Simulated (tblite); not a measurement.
Question: What does the GFN2-xTB structure of `C[C@H]1[CH+][CH]C[SiH2]O1` [radical] look like in three dimensions? (Charge +1 and doublet state.)

Answer: 
```
atom  x, y, z in Å
C1     2.1236   -0.1222    0.6282
C2     1.0717    0.2431   -0.4333
C3     0.2642   -0.9744   -0.7362
C4    -1.0305   -1.1434   -0.3803
C5    -1.7415   -0.3948    0.6142
Si6   -1.2785    1.5665    0.1821
O7     0.2943    1.3221    0.0189
H8     2.7810   -0.9027    0.2580
H9     1.6406   -0.4598    1.5411
H10    2.7157    0.7634    0.8457
H11    1.5903    0.5669   -1.3460
H12    0.7748   -1.7164   -1.3328
H13   -1.6041   -1.8764   -0.9415
H14   -2.8089   -0.5702    0.6387
H15   -1.3060   -0.4401    1.6081
H16   -2.0328    1.8719   -1.0251
H17   -1.4611    2.2786    1.4301
```

Any rigid rotation of these coordinates is as good. Atoms count from 1 in this order. The C–C distances run from 1.353 Å (C3–C4, drawn single) to 1.538 Å (C1–C2, drawn single), a spread of 0.185 Å. Si6 (silicon bonded to C, O and 2 H) has angles from 95.6° to 123.1°. C4 (carbon bonded to 2 C and H) is planar (angles 126.3°, 117.0° and 116.7°, sum 359.9°, 0.02 Å off the plane of its three neighbours). The 6-membered ring C2–C3–C4–C5–Si6–O7 has internal angles of 95.6° to 134.0°; it is puckered, 0.22 Å rms from its mean plane, widest ring torsion 47°.

Bonds between heavy atoms (Å): C1–C2 1.538, C2–C3 1.492, C3–C4 1.353, C4–C5 1.434, C5–Si6 2.061, Si6–O7 1.600, C2–O7 1.405.

Computed geometry: GFN2-xTB, gas phase. This method treats the open shell by occupation alone, without spin polarisation.

Point group: C1 (no symmetry element, even within 0.4 Å). Its GFN2-xTB frequencies are all real (lowest 68 cm⁻¹). Torsions: C1–C2–C3–C4 110°, C2–C3–C4–C5 -18°, C3–C4–C5–Si6 47°, C4–C5–Si6–O7 -47°. 2 starts were optimised and ended at 0.00 and 7.74 kcal/mol (GFN2-xTB); the lowest of these is shown.

Hardware: AMD EPYC 9R45, one thread, no GPU, shared host with 96 logical CPUs at a one-minute load of 32. Cost: 0.45 s of wall time. These figures are those of the optimisation.

One conformer stands for the species.
